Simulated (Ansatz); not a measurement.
CH$_{5}$AlINSi (`[I][Al]1[CH2][SiH2][NH]1`). Charge 0, multiplicity 1. I: def2 effective core potential. The geometry is a stationary point of PBE0-D4/def2-TZVP.

```xyz
10

I     2.615    1.361    2.474
Al    0.938    0.485    0.899
C     0.519    0.536   -1.009
Si   -0.934   -0.553   -0.505
N    -0.483   -0.543    1.181
H     0.245    1.509   -1.422
H     1.240    0.064   -1.678
H    -2.270    0.053   -0.768
H    -0.919   -1.912   -1.118
H    -0.950   -1.000    1.945
```

What is the dipole moment at ωB97M-V/def2-TZVPP? (Best estimate.)

Ansatz gave: 0.44 D, with components (-0.36, -0.25, -0.01) D in this frame, pointing from negative to positive charge.

And with PBE, r2SCAN, B3LYP? (Best estimate.)

Computed: PBE 0.39 D, r2SCAN 0.40 D, B3LYP 0.42 D.

Give the Mulliken charges with ωB97M-V, B3LYP, PBE in def2-TZVPP. (Estimate.)

The calculation gave: 
```csv
atom,ωB97M-V,B3LYP,PBE
I1,-0.18,-0.20,-0.19
Al2,0.47,0.45,0.38
C3,-0.51,-0.43,-0.37
Si4,0.37,0.44,0.34
N5,-0.37,-0.38,-0.31
H6,0.12,0.10,0.10
H7,0.12,0.10,0.10
H8,-0.05,-0.10,-0.08
H9,-0.05,-0.10,-0.08
H10,0.08,0.11,0.12
```

B3LYP here is the variant with VWN-RPA as its local correlation; programs differ in this.
